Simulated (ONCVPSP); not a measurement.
Pseudopotential generation for Pb: ONCV, LDA (Perdew-Zunger), scalar-relativistic.

The input file (ONCVPSP 4.0.1):

```
# ATOM AND REFERENCE CONFIGURATION
# atsym  z   nc   nv     iexc    psfile
  Pb 82.00   10    5        3      upf
#
#   n    l    f
    1    0    2.00
    2    0    2.00
    2    1    6.00
    3    0    2.00
    3    1    6.00
    3    2   10.00
    4    0    2.00
    4    1    6.00
    4    2   10.00
    4    3   14.00
    5    0    2.00
    5    1    6.00
    5    2   10.00
    6    0    2.00
    6    1    2.00
#
# PSEUDOPOTENTIAL AND OPTIMIZATION
# lmax
    2
#
#   l,   rc,      ep,       ncon, nbas, qcut
    0    1.50    0.00    4    8    7.50
    1    1.35    0.00    3    7   10.30
    2    1.30    0.00    4    7    6.50
#
# LOCAL POTENTIAL
# lloc, lpopt,  rc(5),   dvloc0
    2    5    1.30    0.00
#
# VANDERBILT-KLEINMAN-BYLANDER PROJECTORs
# l, nproj, debl
    0    2    2.40
    1    2    2.80
    2    0    3.70
#
# MODEL CORE CHARGE
# icmod, fcfact, rcfact
    1    0.30    0.00
#
# LOG DERIVATIVE ANALYSIS
# epsh1, epsh2, depsh
   -7.00    5.00    0.04
#
# OUTPUT GRID
# rlmax, drl
    6.00    0.01
#
# TEST CONFIGURATIONS
# ncnf
    4
# nvcnf
#   n    l    f
    5
    5    0    2.00
    5    1    6.00
    5    2   10.00
    6    0    2.00
    6    1    1.00
#
    5
    5    0    2.00
    5    1    6.00
    5    2   10.00
    6    0    2.00
    6    1    0.00
#
    5
    5    0    2.00
    5    1    6.00
    5    2   10.00
    6    0    1.00
    6    1    0.00
#
    5
    5    0    2.00
    5    1    6.00
    5    2   10.00
    6    0    1.00
    6    1    2.00
#
```

Command:

```bash
oncvpsp.x < Pb.dat > Pb.out
```

Resulting log (shortened: citation, most of the input echo, consistency checks and plot data are left out):

```
ONCVPSP  (Optimized Norm-Conservinng Vanderbilt PSeudopotential)
scalar-relativistic version 4.0.1

#   n    l    f        energy (Ha)
    1    0    2.00    -3.2364885E+03
    2    0    2.00    -5.7892844E+02
    2    1    6.00    -4.9670031E+02
    3    0    2.00    -1.3895969E+02
    3    1    6.00    -1.1539005E+02
    3    2   10.00    -9.1331780E+01
    4    0    2.00    -3.1432777E+01
    4    1    6.00    -2.3707992E+01
    4    2   10.00    -1.4771326E+01
    4    3   14.00    -4.8971832E+00
    5    0    2.00    -5.3074417E+00
    5    1    6.00    -3.1588589E+00
    5    2   10.00    -7.8228232E-01
    6    0    2.00    -4.5289292E-01
    6    1    2.00    -1.3634936E-01

Reference configufation results
  iterations    22
  all-electron total energy (Ha)   -2.08707018D+04

Begin loop to  construct optimized pseudo wave functions
and semi-local pseudopoentials for all angular momenta

Calculating optimized projector #   1

 for l=   0

    Fraction of norm inside rc  0.979343
    Optimizing pswf for qcut=   7.50 a_B^-1,  ecut=  28.10 Ha
    Residual kinetic energy error=  3.92D-05 Ha

    Energy error per electron        Cutoff
         Ha          eV             Ha
         0.01000     0.27211       15.97
         0.00100     0.02721       21.96
         0.00010     0.00272       26.31
         0.00001     0.00027       68.57

Calculating optimized projector #   2

 for l=   0

    Fraction of norm inside rc  0.129227
    Optimizing pswf for qcut=   7.50 a_B^-1,  ecut=  28.10 Ha
    Residual kinetic energy error=  1.16D-04 Ha

    Energy error per electron        Cutoff
         Ha          eV             Ha
         0.01000     0.27211       15.64
         0.00100     0.02721       23.00
         0.00010     0.00272       29.14
         0.00001     0.00027       90.98

Calculating optimized projector #   1

 for l=   1

    Fraction of norm inside rc  0.875228
    Optimizing pswf for qcut=  10.30 a_B^-1,  ecut=  53.02 Ha
    Residual kinetic energy error=  1.58D-06 Ha

    Energy error per electron        Cutoff
         Ha          eV             Ha
         0.01000     0.27211       27.09
         0.00100     0.02721       36.70
         0.00010     0.00272       43.24
         0.00001     0.00027       48.29

Calculating optimized projector #   2

 for l=   1

    Fraction of norm inside rc  0.030287
    Optimizing pswf for qcut=  10.30 a_B^-1,  ecut=  53.02 Ha
    Residual kinetic energy error=  3.98D-07 Ha

    Energy error per electron        Cutoff
         Ha          eV             Ha
         0.01000     0.27211       11.15
         0.00100     0.02721       29.73
         0.00010     0.00272       39.27
         0.00001     0.00027       45.78

Calculating optimized projector #   1

 for l=   2

    Fraction of norm inside rc  0.564705
    Optimizing pswf for qcut=   6.51 a_B^-1,  ecut=  21.17 Ha
    Residual kinetic energy error=  4.29D-03 Ha

    Energy error per electron        Cutoff
         Ha          eV             Ha
         0.01000     0.27211       19.33
         0.00100     0.02721       25.93
         0.00010     0.00272       67.19
         0.00001     0.00027       89.83

Construct Vanderbilt / Kleinmman-Bylander projectors

B matrix Hermiticity error, ll=   0
   1   2    1.1992E-03

  Orthonormal projector coefficients  1.9082E+01  2.7847E+00

B matrix Hermiticity error, ll=   1
   1   2    4.3958E-04

  Orthonormal projector coefficients  5.2652E+00 -3.7315E-01

Model core correction analysis
  based on d2Exc/dn_idn_j

d2excae - all-electron derivatives

   -2.775509D-02   -2.437903D-02   -1.498975D-02   -2.030441D-03
   -9.449358D-04
   -2.437906D-02   -2.363251D-02   -1.668514D-02   -2.117048D-03
   -8.139314D-04
   -1.498981D-02   -1.668518D-02   -1.440016D-02   -2.192890D-03
   -5.389461D-04
   -2.030457D-03   -2.117062D-03   -2.192918D-03   -7.500351D-04
   -1.382584D-04
   -9.449478D-04   -8.139393D-04   -5.389510D-04   -1.382587D-04
   -4.507272D-05

d2excps - pseudofunction derivatives with no core correction

   -5.372975D-02   -3.463534D-02   -1.835837D-02   -4.966393D-03
   -1.684675D-03
   -3.463665D-02   -3.161042D-02   -2.055898D-02   -3.061703D-03
   -1.279081D-03
   -1.835881D-02   -2.055914D-02   -1.662812D-02   -2.473522D-03
   -7.337769D-04
   -4.967261D-03   -3.061749D-03   -2.473552D-03   -1.085548D-03
   -2.059095D-04
   -1.684811D-03   -1.279108D-03   -7.337838D-04   -2.059101D-04
   -7.403730D-05

rms 2nd derivative error    6.410394E-03

Polynomial model core charge

d2excps - pseudofunction derivatives with core correction

   -2.473291D-02   -2.204923D-02   -1.390779D-02   -1.985452D-03
   -8.879178D-04
   -2.204918D-02   -2.370197D-02   -1.720828D-02   -1.973906D-03
   -8.265008D-04
   -1.390778D-02   -1.720831D-02   -1.499761D-02   -2.133378D-03
   -5.611050D-04
   -1.985459D-03   -1.973916D-03   -2.133405D-03   -7.548447D-04
   -1.319706D-04
   -8.879241D-04   -8.265079D-04   -5.611100D-04   -1.319710D-04
   -4.613021D-05

rms 2nd derivative error    9.654094E-04

Pseudoatom total energy -195.381720

Diagnostic tests using Vanderbilt-Kleinman-Bylander pseudopotentials
  1 or more projectors used as specified by nproj input data

   l    rcore       rmatch      e in        delta e   norm test  slope test

   0   1.5085653   1.5543687  -5.3074417   0.0000339   0.9998237   0.9997950
   0   1.5085653   1.5543687  -0.4528929   0.0000155   1.0001560   1.0001057

   1   1.3545669   1.3956945  -3.1588589  -0.0000121   1.0003256   1.0003400
   1   1.3545669   1.3956945  -0.1363494   0.0000081   1.0000720   1.0000846

   2   1.3068104   1.3464880  -0.7822823  -0.0000074   1.0000007   1.0000208

 Testing for bound ghosts
   n   l    E NL Schr. Eq   E Basis Diag.   E Cutoff

   1   0       -5.307408       -5.307407    116.70
   2   0       -0.452877       -0.428838    116.70

   2   1       -3.158871       -3.158877    121.96
   3   1       -0.136341        0.041626    121.96

 Testing for highly-localized positive-energy ghosts
       l    <radius>/rc     E Basis Diag.   E Cutoff

       0        0.271467       15.087587    116.70  WARNING - GHOST(+)

Test configuration 0

   n   l     f        eae           eps        diff
   1   0  2.0000-3236.48853917
   2   0  2.0000 -578.92844164
   2   1  6.0000 -496.70031220
   3   0  2.0000 -138.95969404
   3   1  6.0000 -115.39004793
   3   2 10.0000  -91.33177951
   4   0  2.0000  -31.43277750
   4   1  6.0000  -23.70799191
   4   2 10.0000  -14.77132565
   4   3 14.0000   -4.89718319
   5   0  2.0000   -5.30744169   -5.30740778    3.39D-05
   5   1  6.0000   -3.15885892   -3.15887105   -1.21D-05
   5   2 10.0000   -0.78228232   -0.78228975   -7.43D-06
   6   0  2.0000   -0.45289292   -0.45287741    1.55D-05
   6   1  2.0000   -0.13634936   -0.13634122    8.14D-06

    Total energies and differences
      AE_ref= -2.08707018D+04  AE_tst= -2.08707018D+04  dif=  0.00D+00
      PS_ref= -1.95381720D+02  PS_tst= -1.95381720D+02  dif=  0.00D+00
      PSP excitation error=  0.00D+00

Test configuration 1

   n   l     f        eae           eps        diff
   1   0  2.0000-3236.77572229
   2   0  2.0000 -579.21464547
   2   1  6.0000 -496.98660323
   3   0  2.0000 -139.24573262
   3   1  6.0000 -115.67609672
   3   2 10.0000  -91.61777698
   4   0  2.0000  -31.71873795
   4   1  6.0000  -23.99394411
   4   2 10.0000  -15.05724932
   4   3 14.0000   -5.18308306
   5   0  2.0000   -5.59313997   -5.59319292   -5.30D-05
   5   1  6.0000   -3.44459510   -3.44465307   -5.80D-05
   5   2 10.0000   -1.06665071   -1.06666170   -1.10D-05
   6   0  2.0000   -0.71999536   -0.71998062    1.47D-05
   6   1  1.0000   -0.37312840   -0.37311687    1.15D-05

    Total energies and differences
      AE_ref= -2.08707018D+04  AE_tst= -2.08704507D+04  dif=  2.51D-01
      PS_ref= -1.95381720D+02  PS_tst= -1.95130525D+02  dif=  2.51D-01
      PSP excitation error= -1.03D-04

Test configuration 2

   n   l     f        eae           eps        diff
   1   0  2.0000-3237.11499274
   2   0  2.0000 -579.55193685
   2   1  6.0000 -497.32406204
   3   0  2.0000 -139.58260325
   3   1  6.0000 -116.01298497
   3   2 10.0000  -91.95457894
   4   0  2.0000  -32.05535157
   4   1  6.0000  -24.33052618
   4   2 10.0000  -15.39376024
   4   3 14.0000   -5.51951890
   5   0  2.0000   -5.92877314   -5.92921842   -4.45D-04
   5   1  6.0000   -3.78005299   -3.78024829   -1.95D-04
   5   2 10.0000   -1.39899472   -1.39900925   -1.45D-05
   6   0  2.0000   -1.02446505   -1.02447913   -1.41D-05

    Total energies and differences
      AE_ref= -2.08707018D+04  AE_tst= -2.08699450D+04  dif=  7.57D-01
      PS_ref= -1.95381720D+02  PS_tst= -1.94624540D+02  dif=  7.57D-01
      PSP excitation error= -3.35D-04

Test configuration 3

   n   l     f        eae           eps        diff
   1   0  2.0000-3237.56067847
   2   0  2.0000 -579.99345287
   2   1  6.0000 -497.76569684
   3   0  2.0000 -140.02393807
   3   1  6.0000 -116.45431791
   3   2 10.0000  -92.39569574
   4   0  2.0000  -32.49634874
   4   1  6.0000  -24.77142011
   4   2 10.0000  -15.83445829
   4   3 14.0000   -5.96003053
   5   0  2.0000   -6.36682956   -6.37122366   -4.39D-03
   5   1  6.0000   -4.21687816   -4.21795465   -1.08D-03
   5   2 10.0000   -1.82590642   -1.82582894    7.75D-05
   6   0  1.0000   -1.39584839   -1.39636625   -5.18D-04

    Total energies and differences
      AE_ref= -2.08707018D+04  AE_tst= -2.08687368D+04  dif=  1.97D+00
      PS_ref= -1.95381720D+02  PS_tst= -1.93415625D+02  dif=  1.97D+00
      PSP excitation error= -1.01D-03

Test configuration 4

   n   l     f        eae           eps        diff
   1   0  2.0000-3236.84467352
   2   0  2.0000 -579.28240889
   2   1  6.0000 -497.05426878
   3   0  2.0000 -139.31401295
   3   1  6.0000 -115.74435691
   3   2 10.0000  -91.68592787
   4   0  2.0000  -31.78719735
   4   1  6.0000  -24.06237387
   4   2 10.0000  -15.12561538
   4   3 14.0000   -5.25142124
   5   0  2.0000   -5.66094267   -5.66371206   -2.77D-03
   5   1  6.0000   -3.51192983   -3.51250558   -5.76D-04
   5   2 10.0000   -1.12959528   -1.12948135    1.14D-04
   6   0  1.0000   -0.76254878   -0.76282258   -2.74D-04
   6   1  2.0000   -0.40383459   -0.40384944   -1.48D-05

    Total energies and differences
      AE_ref= -2.08707018D+04  AE_tst= -2.08700980D+04  dif=  6.04D-01
      PS_ref= -1.95381720D+02  PS_tst= -1.94777599D+02  dif=  6.04D-01
      PSP excitation error= -2.89D-04
```

The run took about 2.5 s on one core of a shared server CPU.
